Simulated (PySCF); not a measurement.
## Structure elucidation problem

Molecular formula: C8H8ClP. Simulated spectra:

¹H NMR (400 MHz, computed): δ 8.49 (m, 1H), 7.57 (m, 1H), 7.29 (m, 1H), 2.14 (m, 1H), 1.04 (m, 2H), 0.62 (m, 2H).

¹³C{¹H} NMR (computed): δ 183.7 (C), 159.6 (CH), 150.3 (C), 134.2 (CH), 133.2 (CH), 22.1 (CH), 9.5 (CH2, 2C).

Fast rotation and ring inversion assumed for equivalent nuclei, one computed conformer, no solvent model, relativity neglected. Structure optimised with PBE0-D3(BJ)/def2-SVP; GIAO PBE/pcSseg-1 shieldings; PySCF 2.14.

Shifts are taken against calculated references (same method and geometry level): ¹H and ¹³C against TMS.

Q: What is the structure?

A: 
- 7 carbon signals for 8 carbons: some carbons are equivalent by symmetry or fast rotation.
- Carbon types of the structure: 2 × C, 4 × CH, 2 × CH2, which accounts for all hydrogens.
- δC 183.7: aromatic carbon bearing chlorine.
- δC 159.6, 134.2, 133.2: aromatic CH.
- δC 150.3: substituted aromatic carbon.
- δC 22.1, 9.5: three-membered-ring carbon; carbons of three-membered rings are unusually shielded.
- δH 8.49, 7.57, 7.29: hydrogen on an aromatic CH; ring-current deshielding.
- δH 2.14, 1.04, 0.62: hydrogen on a three-membered-ring carbon.

These data were computed for `Clc1pcccc1C1CC1`.

This is the structure that produced the data.

Carbons that carry Cl, above all several Cl atoms, come out too deshielded, partly because spin–orbit coupling is missing. Splittings by ³¹P in the carbon and heteronuclear signals aren't shown, as no couplings were computed. Shifts are as computed. Against solution values, carbons near 30 ppm lie about +2 ppm off and those near 130 ppm about +2 ppm. Of 1313 compounds with measured shifts, 239 miss one by over three times the rms of a fit or turn the order of signals round; such compounds aren't used in these exercises. Multiplicities follow the n + 1 count of equivalent neighbours, as no J values were calculated; m marks all less simple cases, F and P coupling included.
